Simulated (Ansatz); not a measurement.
Mo(NH)2(F)(Me) (CH5FMoN2), SMILES [Mo]([CH3])(=[NH])(=[NH])[F], multiplicity 1.

The structure is a stationary point at PBE0-D3(BJ)/def2-SVP. The spin state was assumed, not searched. The structure was generated by enumeration; whether it is a known compound was not checked. The def2 effective core potentials stand for the cores of Mo; spin–orbit coupling is left out.

Two levels are set side by side: PBE/def2-SVPD (Ansatz, an electronic-structure program) and PBE0/def2-SVPD (Ansatz). Energy differences of separate SCF runs at the same geometry; the states with an electron removed or added have multiplicity 2 and 2. Differences are taken from unrounded values.

```
quantity                           PBE0
---------------------------------  ----
vertical ionisation energy (eV)    9.97
vertical singlet–triplet gap (eV)  3.61
```

Q: What does PBE give, and how far is it from PBE0? (An estimate is asked for; the answer gives what the named calculation found.)

A: 
| quantity | PBE | PBE minus PBE0 |
|---|---|---|
| vertical ionisation energy (eV) | 9.80 | -0.17 |
| vertical singlet–triplet gap (eV) | 3.81 | 0.20 |
